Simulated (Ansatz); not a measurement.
The cluster Al6N6, relaxed as a singlet with RKS PBE-D4/def2-SVP in Ansatz, starting from the GFN2-xTB geometry. Force threshold 0.03 eV/Å.

The restricted singlet is unstable towards broken spin symmetry in Hartree–Fock (as tested in another run); at PBE-D4/def2-SVP this wasn't settled. The structure comes from a short search, and lower isomers may exist.

Start:

Cartesian coordinates in Å:
```
Al -1.9218 -0.1103 -0.1972
Al 1.9742 0.1052 0.4868
Al -0.0573 -0.1648 1.8926
Al 0.2068 1.7236 -0.2907
Al 0.2987 -0.4996 -1.8544
Al 0.0804 -2.0816 0.2235
N 0.7648 1.3803 1.4176
N -1.4063 -1.1942 1.1122
N -1.4521 1.4411 -0.9757
N 1.3755 -1.3967 1.3053
N -1.3947 0.1451 -1.9093
N 1.5319 0.6520 -1.2106
```

```csv
step,energy (eV),largest force component (eV/Å),SCF passes
1,-48475.2694,1.215,32
2,-48475.4332,0.704,26
3,-48475.5081,0.097,25
4,-48475.5103,0.061,26
5,-48475.5109,0.030,25
6,-48475.5111,0.007,27
```

Force components are those of the run's own axes.

End:

```tsv
atom	x (Å)	y (Å)	z (Å)
Al1	-1.966	-0.117	-0.244
Al2	1.957	0.115	0.510
Al3	0.002	-0.219	1.959
Al4	0.213	1.740	-0.303
Al5	0.297	-0.532	-1.888
Al6	0.107	-2.122	0.258
N7	0.797	1.358	1.406
N8	-1.368	-1.170	1.085
N9	-1.506	1.511	-0.996
N10	1.397	-1.406	1.388
N11	-1.437	0.182	-1.975
N12	1.506	0.660	-1.200
```

By distances, no bond broke or formed. The bond that changes most is Al2–N7, from 1.99 to 1.92 Å (atoms count from 1).

No frequencies were taken in this run, so the end may be a saddle point.

Run time 20 s (4 threads of Arm Neoverse V2 on a shared host).
